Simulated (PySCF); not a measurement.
Computed vibrations of [Eu(NH3)4]3+

[Eu(NH3)4]3+ (singlet in the valence; each metal's 4f electrons, 6 of them, lie in its core potential, out of spins and levels). PySCF 2.14.0, RKS PBE0, Eu lcecp-1-SVP with ECP52, N def2-SVP, H def2-SVP; non-relativistic Hamiltonian with scalar-relativistic core potentials where named; density fitting; no spin-orbit coupling. Central differences of gradients.

```xyz
17

Eu    0.0000    0.0000    0.0013
N     1.4309    1.4309    1.4251
H     1.3105    1.3105    2.4450
H     2.4499    1.3073    1.2998
H     1.3073    2.4499    1.2998
N    -1.4309   -1.4309    1.4251
H    -1.3105   -1.3105    2.4450
H    -2.4499   -1.3073    1.2998
H    -1.3073   -2.4499    1.2998
N     1.4284   -1.4284   -1.4308
H     2.0674   -2.0674   -0.9281
H     0.9235   -2.0657   -2.0696
H     2.0657   -0.9235   -2.0696
N    -1.4284    1.4284   -1.4308
H    -2.0674    2.0674   -0.9281
H    -0.9235    2.0657   -2.0696
H    -2.0657    0.9235   -2.0696
```

Run from Python with OMP_NUM_THREADS=4. Where DIIS fails, smearing, a level shift and second-order steps follow.
It took 5.8 min on 4 threads of Intel(R) Xeon(R) Platinum 8259CL CPU @ 2.50GHz (Skylake/Cascade Lake), on a shared host.

(1) What are the harmonic wavenumbers and infrared intensities?

(2) Is this a minimum?

An lcecp potential fixes the number of 4f electrons, so in runs with it no electron can move into or out of that shell.

Answers

(1) Negative numbers are unstable modes, those under 60 cm⁻¹ near the noise; a finer grid moves soft modes by up to 10 cm⁻¹.
```
cm⁻¹  km/mol
 -69       –
 -63       –
 -49       –
 -45       –
  62     7.2
  63     9.1
  63     9.2
  67     0.0
  70     1.8
 337     0.0
 341     5.2
 341     5.2
 341     5.3
 604     0.1
 605     0.0
 607     0.1
 645     0.0
 645     6.8
 652   166.0
 652   164.6
 653   159.4
1398   187.6
1399   190.3
1399   186.1
1406     1.7
1616    73.0
1616    79.8
1616     0.0
1618     0.0
1619   109.5
1621    36.1
1622    45.6
1623     9.2
3379   238.9
3380   235.1
3380   243.2
3389     0.4
3456     0.0
3456     2.3
3456     1.0
3457   136.8
3457     0.0
3458   359.8
3458   357.5
3459   226.9
```

(2) No: 4 unstable; the lowest moves the atoms so:
```
Eu   0.00  0.00  0.00
N    0.01 -0.01  0.00
H    0.29 -0.29  0.00
H    0.01  0.27 -0.28
H   -0.27 -0.01  0.28
N   -0.01  0.01  0.00
H   -0.29  0.29  0.00
H   -0.01 -0.27 -0.28
H    0.27  0.01  0.28
N   -0.01 -0.01  0.00
H    0.06  0.06  0.00
H   -0.01 -0.07  0.07
H   -0.07 -0.01 -0.07
N    0.01  0.01  0.00
H   -0.06 -0.06  0.00
H    0.01  0.07  0.07
H    0.07  0.01 -0.07
```
